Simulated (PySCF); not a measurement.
## Hg⁵⁴⁺: ionisation energy

Hg⁵⁴⁺ [Ar] 3d8 [3d3/2^4 3d5/2^4, M_J = 4] → Hg⁵⁵⁺ [Ar] 3d7 [3d3/2^4 3d5/2^3, M_J = 9/2], as a difference of total energies. Calculation: PySCF 2.14, in an uncontracted even-tempered set (15 s from 15 bohr⁻², ratio 2.8; 13 p from 20 bohr⁻², ratio 2.8; 8 d from 20 bohr⁻², ratio 2.8; 3 f from 71 bohr⁻², ratio 3); the two-component X2C-1e Hamiltonian. Correlated levels: [Ne] frozen; the 78 highest virtual spinors dropped. "Screened" scales the spin-orbit matrix elements by Boettger's factors to mimic the two-electron term; Breit and QED terms are absent.

| method | ionisation energy (eV) |
| --- | --- |
| GHF (spin-free) | 5375.2 |
| GMP2 (spin-free) | 5376.3 |
| GHF (screened spin-orbit) | 5337.4 |
| GMP2 (screened spin-orbit) | 5338.6 |

Breit and QED terms and the two-electron picture change are absent.

The spin-free rows relax to the high-spin LS determinant and lack the spin-orbit shift.

The labels give the starting determinants; with spin-orbit coupling the two ends relaxed to ⟨J²⟩ = 20.00, ⟨L²⟩ = 13.25, ⟨S²⟩ = 1.80 and ⟨J²⟩ = 24.75, ⟨L²⟩ = 16.23, ⟨S²⟩ = 2.51.

For comparison: 5335 ± 5 eV (theoretical estimate listed by NIST; NIST Atomic Spectra Database, ionization energies).
